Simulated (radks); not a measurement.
Values are calculated unless marked as measured or tabulated.
Neutral zinc inside a hard spherical wall (all orbitals vanish at R), configuration held at [Ar] 3d10 4s2 and not refilled when levels cross. Code: a radial shooting solver on a logarithmic mesh with Libxc functionals. Model: scalar-relativistic Kohn-Sham, LDA (Slater exchange, VWN5 correlation), spin-polarised, spherical densities, finite nucleus; Fermi nuclear charge, rms radius 3.9283 fm. Eigenvalues in eV for spin up, with the zero of energy where the potential of the charges vanishes at infinity; a dash marks a level that is unbound or too diffuse for the functional's potential to be trusted. A positive occupied level is held by the wall or, in an anion where self-interaction has pushed it up, behind a barrier. The pressure on the wall is -dE/dV.

| R (bohr) | E (hartree) | kinetic (hartree) | e(3s) | e(3p) | e(3d) | e(4s) | e(4p, empty) | e(5s, empty) | pressure (GPa) |
|---|---|---|---|---|---|---|---|---|---|
| free | -1793.32383 | 1821.110 | -128.63 | -83.268 | -10.429 | -6.219 | -1.228 | -0.015 | 0 |
| 20 | -1793.32383 | 1821.110 | -128.63 | -83.268 | -10.429 | -6.219 | -1.228 | 0.111 | < 0.0001 |
| 15 | -1793.32383 | 1821.110 | -128.63 | -83.268 | -10.429 | -6.219 | -1.225 | 0.330 | < 0.0001 |
| 12 | -1793.32383 | 1821.110 | -128.63 | -83.267 | -10.428 | -6.219 | -1.206 | 0.755 | 0.000137 |
| 10 | -1793.32374 | 1821.111 | -128.62 | -83.258 | -10.419 | -6.211 | -1.145 | 1.484 | 0.00281 |
| 8 | -1793.32258 | 1821.122 | -128.54 | -83.179 | -10.341 | -6.141 | -0.888 | 3.367 | 0.0593 |
| 6 | -1793.30758 | 1821.218 | -127.98 | -82.622 | -9.797 | -5.585 | 0.302 | 9.301 | 1.35 |
| 5 | -1793.26520 | 1821.432 | -127.01 | -81.650 | -8.855 | -4.475 | 2.191 | 17.099 | 7.12 |
| 3 | -1792.34127 | 1824.887 | -117.59 | -72.349 | 0.212 | 10.064 | 21.696 | 82.853 | 412 |
| 2 | -1787.05983 | 1842.263 | -92.412 | -47.436 | 26.728 | 68.231 | 88.418 | 266.18 | 8010 |
| 1.5 | -1771.89544 | 1889.229 | -50.239 | -3.776 | 75.804 | 199.02 | 224.64 | 590.54 | 62000 |
